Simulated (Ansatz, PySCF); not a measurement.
S (SMILES [S+]), charge +1, quartet. Base run: PySCF with BLYP/6-311G**.

The PySCF input:
```python
from pyscf import gto, scf, dft

mol = gto.Mole()
mol.atom = '''
    S     0.00000000    0.00000000    0.00000000
'''
mol.basis = '6-311g**'
mol.charge = 1
mol.spin = 3
mol.verbose = 4
mol.build()

mf = dft.UKS(mol)
mf.xc = 'blyp'
mf.kernel()
```

The same geometry, method and basis name were run in Ansatz (a program for electronic structure) and PySCF, at each program's defaults and at the settings that a row names. The base is PySCF at its defaults. Differences at the defaults can come from grids, fitting, cores and function types together.

```tsv
code and settings	ΔE vs base (mEh)	basis functions	E (Eh)	SCF cycles
PySCF, defaults (exact integrals, its default grid, spherical functions)	0.000	26	-397.73532	6
Ansatz, defaults (factorised integrals, its default grid, Cartesian functions)	-0.885	27	-397.73621	-
PySCF, density fitting with def2-universal-jkfit	-0.011	26	-397.73533	6
PySCF, fine grid	0.000	26	-397.73532	6
Ansatz, high accuracy, Cartesian functions as the basis file defines them	-0.885	27	-397.73621	-
```

Open shells are given as the SCF converged; they aren't shown to be the lowest states, and a large step between rows can be another state.
